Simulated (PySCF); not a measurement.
**Cr⁺: ionisation energy**

Cr⁺ [Ar] 3d5 (6S) → Cr²⁺ [Ar] 3d4 (5D), as a difference of total energies. Calculation: PySCF 2.14, in aug-cc-pVDZ-DK (7s6p4d2f, 59 functions); scalar relativity by spin-free X2C-1e. Correlated levels: valence: [Ar] frozen. The calculations carry no spin-orbit coupling.

| method | ionisation energy (eV) |
| --- | --- |
| UHF | 15.061 |
| PBE0 | 16.791 |
| M06-L | 16.328 |
| MP2 (valence) | 15.992 |
| SCS-MP2 (valence) | 15.371 |

Problem. How much does correlation contribute at MP2 (valence)?

Solution. 15.992 − (15.061) = 0.931 eV, measured against UHF.

The reference lies between the lowest fine-structure levels, while these numbers refer to the centres of the terms.

Errors of the correlated levels include the incompleteness of this basis and the frozen core.

For comparison: 16.486 eV (measured; NIST Atomic Spectra Database, ionization energies).
